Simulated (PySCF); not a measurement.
A ladder of Hamiltonians for W⁷⁰⁺ (tungsten, charge +70)

Occupied: 1s1/2, 2s1/2. Hartree-Fock calculated with PySCF 2.14 in an even-tempered Gaussian basis (16 s from 19 bohr⁻², ratio 2.7; 13 p from 22 bohr⁻², ratio 2.7), Gaussian nucleus throughout. NR is non-relativistic, sf-X2C the spin-free one-electron X2C Hamiltonian, X2C adds the bare one-electron spin-orbit term, X2C-SNSO screens it by Boettger's factors, DC is four-component Dirac-Coulomb, and the Gaunt and Breit terms are added at first order (total energies over the DC spinors, levels after relaxing the spinors in that mean field). QED terms are absent. Levels marked empty are virtual spinors of this ion.

```
Hamiltonian  E (hartree)
         NR   -6728.9801
     sf-X2C   -7325.8937
        X2C   -7325.8937
   X2C-SNSO   -7325.8937
         DC   -7329.6187
   DC+Gaunt   -7322.2936
   DC+Breit   -7322.4540
```

```tsv
level (eV)	NR	sf-X2C	X2C	X2C-SNSO	DC	DC+Gaunt	DC+Breit
1s1/2	-72459.8	-78468.3	-78468.3	-78468.3	-78557.5	-78381.9	-78383.9
2s1/2	-17533.0	-19375.7	-19375.7	-19375.7	-19386.6	-19365.4	-19367.5
2p1/2 (empty)	-17111.9	-17793.1	-18883.9	-18848.9	-18861.3	-18822.4	-18827.6
2p3/2 (empty)	-17111.9	-17793.1	-17361.7	-17372.7	-17375.0	-17354.3	-17359.5
3s1/2 (empty)	-7554.8	-8183.7	-8183.7	-8183.7	-8186.6	-8180.7	-8181.6
```

Q: How large are the two-electron picture-change error of X2C and the Breit correction in the total energy?

A: X2C-1e lies 3.7250 hartree above Dirac-Coulomb; Gaunt adds 7.3251 and the full Breit term 7.1646 hartree.

```tsv
interval (eV)	X2C	X2C-SNSO	DC	DC+Gaunt	DC+Breit
2p3/2 − 2p1/2	1522	1476	1486	1468	1468
```

Weight of the small component: 1s1/2 0.0783, 2s1/2 0.0192, 2p1/2 0.0190, 2p3/2 0.0174, 3s1/2 0.00815.

Koopmans' value for the highest occupied level at DC+Breit: 19367.5 eV, against an ionisation energy of 19362 ± 3 eV (semi-empirical (NIST evaluation); NIST Atomic Spectra Database, ionization energies); the former lacks relaxation, correlation, QED and recoil.

The whole ladder took 46 s of wall time on 1 thread of Intel(R) Xeon(R) Platinum 8488C (shared host), launched as `OMP_NUM_THREADS=1 python relrun2.py TASK.json OUT` (a driver that calls PySCF for each Hamiltonian).

Dirac-Coulomb iterations, started from the X2C spinors:

```
with_ssss True, with_gaunt False, with_breit False
light speed = 137.03599967994
init E= -7248.39669861322
cycle= 1 E= -7329.61839391228  delta_E= -81.2  |g|= 2.86  |ddm|= 0.14
cycle= 2 E= -7329.61865892279  delta_E= -0.000265  |g|= 0.00558  |ddm|= 0.00085
cycle= 3 E= -7329.61865892626  delta_E= -3.47e-09  |g|= 1.12e-05  |ddm|= 9.3e-06
```
